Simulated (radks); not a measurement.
Spherical quantum dot in the effective-mass picture: electrons in a hard-walled sphere of radius 2.52, all in effective atomic units (hartree* = m*/eps^2 hartree, bohr* = eps/m* bohr), one dielectric constant everywhere. Calculated with a radial shooting solver with Libxc functionals: non-relativistic Kohn-Sham, LDA (Slater exchange, Perdew-Wang correlation), spin-polarised, spherical densities. Levels are named by radial order and angular momentum (1s, 1p, 1d, 2s, ...), and open shells are averaged over m. Results are scaled to m* = 0.331 and eps = 13.5, for which hartree* = 49.42 meV and bohr* = 2.158 nm.

N = 21, configuration 1s2 1p6 1d10 1f(up 3, down 0). This is the lowest configuration that the search found. Occupied and some empty levels:

| level | occupation | eigenvalue (meV) | <r> (nm) |
|---|---|---|---|
| 1s up | 1 | 576.66 | 3.447 |
| 1s down | 1 | 579.22 | 3.432 |
| 1p up | 3 | 600.43 | 3.666 |
| 1p down | 3 | 603.25 | 3.659 |
| 1d up | 5 | 638.73 | 3.828 |
| 1d down | 5 | 641.72 | 3.824 |
| 1f up | 3 | 689.60 | 3.954 |
| 1f down | 0 | 692.70 | 3.953 |
| 2s up | 0 | 701.76 | 2.477 |
| 2s down | 0 | 702.92 | 2.482 |
| 1g up | 0 | 752.01 | 4.057 |
| 1g down | 0 | 755.17 | 4.056 |
| 2p up | 0 | 773.02 | 2.855 |
| 2p down | 0 | 774.51 | 2.855 |
| 2d up | 0 | 855.87 | 3.104 |
| 2d down | 0 | 857.64 | 3.102 |

Energy (meV): total 7708.22, kinetic 2626.0, external 0, Hartree 5732.7, exchange-correlation -650.42.

Electron density:

| r (nm) | n(r) (e/nm^3) |
|---|---|
| 0.153 | 0.003757 |
| 0.559 | 0.004496 |
| 0.966 | 0.006355 |
| 1.37 | 0.009902 |
| 1.78 | 0.01585 |
| 2.18 | 0.02475 |
| 2.59 | 0.03638 |
| 3.00 | 0.04900 |
| 3.40 | 0.05878 |
| 3.81 | 0.06016 |
| 4.22 | 0.04923 |
| 4.62 | 0.02834 |
| 5.03 | 0.008039 |
| 5.43 | 9.500e-06 |
